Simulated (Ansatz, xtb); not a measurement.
# Two structures of BClHOTe−

We compare I, a singlet given by its coordinates, with II, a singlet given by its coordinates. Both are gas-phase species (loosely bound parts included), relaxed with B3LYP-D3(BJ)/def2-SVPD.

I (Å):

| atom | x (Å) | y (Å) | z (Å) |
| --- | --- | --- | --- |
| B | -3.1832 | -0.6992 | 1.8133 |
| Cl | 1.2270 | 1.9414 | 1.4392 |
| O | -4.2564 | -1.2613 | 1.9408 |
| Te | -1.1873 | 0.2078 | 1.5134 |
| H | -1.7735 | 1.5375 | 2.3249 |

Close contacts (Å): B1–O3 1.22, B1–Te4 2.21, Cl2–Te4 2.97, Te4–H5 1.66.

II (Å):

```yaml
atoms:
  - { symbol: B, position_ang: [0.7605, 0.0666, -0.4860] }
  - { symbol: Cl, position_ang: [1.4416, -1.1610, 0.7884] }
  - { symbol: O, position_ang: [1.3610, 0.5469, -1.4708] }
  - { symbol: Te, position_ang: [-1.4219, 0.6502, -0.0498] }
  - { symbol: H, position_ang: [-1.6872, -0.2619, 1.3298] }
```

Close contacts (Å): B1–Cl2 1.90, B1–O3 1.25, B1–Te4 2.30, Te4–H5 1.67.

Quicker runs give these differences E(II) − E(I): GFN2-xTB −33.0 kJ/mol; HF/STO-3G −149.2 kJ/mol (at GFN2-xTB geometries); r2SCAN-D4/def2-SVPD −62.2 kJ/mol (at GFN2-xTB geometries).

Problem. Estimate E(II) − E(I) at the level CCSD(T)/def2-SVPD + ΔMP2/def2-TZVPPD.

Solution. Calculated at CCSD(T)/def2-SVPD + ΔMP2/def2-TZVPPD: E(II) − E(I) = −58.2 kJ/mol, so structure II lies lower.

The same difference at several levels:

```json
{"level": "GFN2-xTB", "geometry": "GFN2-xTB", "E(II) − E(I) (kJ/mol)": "−33.0", "departure from the last row (kJ/mol)": "+25.2", "job, with rough time for the two": "optimisation, 0.4 s"}
{"level": "HF/STO-3G", "geometry": "GFN2-xTB", "E(II) − E(I) (kJ/mol)": "−149.2", "departure from the last row (kJ/mol)": "−91.0", "job, with rough time for the two": "single point, 1.1 s"}
{"level": "r2SCAN-D4/def2-SVPD", "geometry": "GFN2-xTB", "E(II) − E(I) (kJ/mol)": "−62.2", "departure from the last row (kJ/mol)": "−4.1", "job, with rough time for the two": "single point, 7.2 s"}
{"level": "B3LYP-D3(BJ)/def2-SVPD", "geometry": "B3LYP-D3(BJ)/def2-SVPD", "E(II) − E(I) (kJ/mol)": "−50.1", "departure from the last row (kJ/mol)": "+8.0", "job, with rough time for the two": "optimisation, 73 s"}
{"level": "HF/def2-SVPD", "geometry": "B3LYP-D3(BJ)/def2-SVPD", "E(II) − E(I) (kJ/mol)": "−47.7", "departure from the last row (kJ/mol)": "+10.4", "job, with rough time for the two": "part of the CCSD(T) run"}
{"level": "MP2/def2-SVPD", "geometry": "B3LYP-D3(BJ)/def2-SVPD", "E(II) − E(I) (kJ/mol)": "−58.3", "departure from the last row (kJ/mol)": "−0.1", "job, with rough time for the two": "part of the CCSD(T) run"}
{"level": "CCSD(T)/def2-SVPD", "geometry": "B3LYP-D3(BJ)/def2-SVPD", "E(II) − E(I) (kJ/mol)": "−53.7", "departure from the last row (kJ/mol)": "+4.5", "job, with rough time for the two": "single point"}
{"level": "CCSD(T)/def2-SVPD + ΔMP2/def2-TZVPPD", "geometry": "B3LYP-D3(BJ)/def2-SVPD", "E(II) − E(I) (kJ/mol)": "−58.2", "departure from the last row (kJ/mol)": "", "job, with rough time for the two": "single point, 54 s"}
```

None of the levels shown reverses the order. The largest departure from CCSD(T)/def2-SVPD + ΔMP2/def2-TZVPPD is that of HF/STO-3G, 91.0 kJ/mol. The last row adds to CCSD(T) the change of the MP2 difference between the two basis sets, here −4.5 kJ/mol.

With harmonic frequencies from B3LYP-D3(BJ)/def2-SVPD (ideal gas, rigid rotor, one conformer each, 298.15 K, 1 atm): on the last row, ΔE + ΔZPE = −56.4, ΔH = −58.5, ΔG = −54.4 kJ/mol.

The correlated steps freeze 11 core orbitals; the filled d shell of Te is correlated, in a basis made for valence electrons. Atoms past krypton carry core potentials in the def2 sets, other sets are all-electron and non-relativistic, and no spin–orbit term is included. Codes used: Ansatz 0.2.0, xtb 6.7.1; the last row on 2 threads of Arm Neoverse N1 on a shared host.
